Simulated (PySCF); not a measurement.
GeI, SMILES [Ge][I] (connectivity only; charge and spin as stated), charge +1, multiplicity 1. Heavy atoms are numbered as in [Ge:1][I:2].

Geometry: B3LYP-D3(BJ)/def2-TZVP. The multiplicity is an assumed one; other spin states were not compared. The def2 effective core potentials stand for the cores of I; spin–orbit coupling is left out.

The numbers are results of HF/def2-TZVPD in PySCF, not measurements.

Mulliken values depend strongly on the basis, most of all with diffuse functions as here. ESP charges are fitted to the potential on shells at 1.4 to 2.0 van der Waals radii. Atomic charges (e), one atom of each kind:

| atom | Mulliken | ESP fit |
|---|---|---|
| Ge1 | 0.78 | (withheld) |
| I2 | 0.22 | (withheld) |

Problem. Fill in the missing entries. (The exact figures need the calculation; the answer reports its results.)

Solution. 
- Ge1, ESP fit: 0.75
- I2, ESP fit: 0.25
